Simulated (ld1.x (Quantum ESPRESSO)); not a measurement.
Ce: excitation energies, all-electron against TM

| Property | Result |
| --- | --- |
| Element | cerium (Ce) |
| Generator | ld1.x (Quantum ESPRESSO) 7.5 |
| Type | norm-conserving Troullier–Martins (Kleinman–Bylander form) |
| Functional | PBE |
| Relativity | fully relativistic |
| Frozen core | [Kr] 4d10 5s2 |
| Valence charge | 10 |
| Reference configuration | 4f0.5 5p6 5d1.5 6s2 6p0 |
| Partial waves | 6s (bound): rc 3.30 bohr; 5p (bound): rc 1.90 bohr; 4f (bound): rc 1.10 bohr; 5d (bound): rc 2.65 bohr |
| Local potential | the d channel |
| Core correction | none |

Open shells are filled in proportion to 2j + 1 (rel_dist='average').

Energies are relative to the spin-unpolarised reference configuration 4f0.5 5p6 5d1.5 6s2 6p0; without spin polarisation the order of configurations can differ from experiment. The d channel is local and has no spin–orbit splitting in the pseudo-atom.

| valence configuration | charge | ΔE all-electron (eV) | error AE − PS (meV) |
| --- | --- | --- | --- |
| 4f1 5p6 5d1 6s2 6p0 | 0 | -1.749 | +80 |
| 4f1 5p6 5d1 6s1 6p0 | +1 | 4.321 | +41 |
| 4f1 5p6 5d1 6s0 6p0 | +2 | 15.401 | -25 |
| 4f1 5p6 5d1 6s0 6p2 | 0 | 3.232 | +427 |
| 4f1 5p6 5d1 6s1 6p1 | 0 | 0.693 | +236 |
| 4f0 5p6 5d2 6s2 6p0 | 0 | 3.005 | +325 |

(1) What are ΔE and the potential's error for 4f1 5p6 5d0 6s2 6p0?

Levels in the configuration 4f1 5p6 5d1 6s0 6p2:

| level | all-electron (eV) | pseudo (eV) |
| --- | --- | --- |
| 4f j=5/2 | -7.734 | -6.747 |
| 4f j=7/2 | -7.401 | -6.417 |
| 5p j=1/2 | -27.283 | -26.416 |
| 5p j=3/2 | -24.522 | -23.720 |
| 5d j=3/2 | -4.892 | -4.252 |
| 5d j=5/2 | -4.665 | -4.252 |
| 6p j=1/2 | -2.447 | -2.278 |
| 6p j=3/2 | -2.237 | -2.333 |

Note: ghost state, extra bound levels that the all-electron valence spectrum of the same l lacks: s at -22.3 eV. A true bound ghost makes a file unfit for plane-wave use.

Answers

(1) ΔE = 4.651 eV all-electron; the error (AE − PS) is +106 meV.

ld1.x printed “convergence not achieved” for 1 of the counted tests; its residual had stalled under 1e-8, short of the target of 1e-14.
